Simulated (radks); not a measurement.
Task: Species: the thulium ion Tm55+. Configuration: [Ne] 3s2 3p2 (the NIST ground configuration). Method: Dirac Kohn-Sham, BLYP, spin-unpolarised, spherical densities, finite nucleus; open shells fill j = l - 1/2 first; Fermi nuclear charge, rms radius 5.2256 fm; computed with a radial shooting solver on a logarithmic mesh with Libxc functionals. Some entries of the table are withheld. Estimate them.

orbital  occ.  eigenvalue (hartree)  <1/r> (bohr^-1)  r(max) (bohr)
1s1/2       2             -2330.485            79.09            (1)
2s1/2       2                   (2)            19.32        0.07162
2p1/2       2                   (3)            19.24        0.05363
2p3/2       4                   (4)            16.63        0.05983
3s1/2       2                   (5)              (6)         0.1921
3p1/2       2             -201.5732            7.725         0.1789
3p3/2       0             -191.8337            7.022         0.1899

Result: 
(1) 1s1/2 r(max) (bohr): 0.01261
(2) 2s1/2 eigenvalue (hartree): -514.4768
(3) 2p1/2 eigenvalue (hartree): -499.3256
(4) 2p3/2 eigenvalue (hartree): -462.3148
(5) 3s1/2 eigenvalue (hartree): -207.0794
(6) 3s1/2 <1/r> (bohr^-1): 7.797
